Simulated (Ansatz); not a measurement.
Reactions of C₂H₃BrFI (`FCC(Br)I`).

Isolated molecules relaxed with PBE0-D4/def2-TZVP in Ansatz; ΔE leaves out vibrations. CBS: MP2 limit from def2 TZ/QZ plus the TZ coupled-cluster correction, frozen cores. This one scheme is used for every species. Functionals use def2-TZVPP. Elements past krypton have def2 core potentials. For Br, I outer-core shells are correlated without core-valence functions, which leaves a few kJ/mol of doubt a bond. Scalar relativity is left out up to krypton. Each species was taken in one conformer, which may not be the lowest.

| reaction | CCSD(T)/CBS(def2) (eV) |
| --- | --- |
| `FCC(Br)I` + HI → `BrC(I)I` + fluoromethane | 0.41 |
| `FCC(Br)I` + `FCCF` → `FCC(F)CF` + `BrCI` | -0.01 |
| `FCC(Br)I` + H–F → `FC(Br)I` + fluoromethane | 0.80 |
| `FCC(Br)I` + CH₄ → `CC(I)CF` + HBr | -0.25 |
| `FCC(Br)I` + `CCI` → `CC(I)CF` + `BrCI` | ? |

Problem. Fill in the missing values. (An estimate is asked.)

Solution. Ansatz gave: `FCC(Br)I` + `CCI` → `CC(I)CF` + `BrCI`: +0.03 eV.

Largest T1 diagnostic: 0.011, for `FCC(F)CF`.
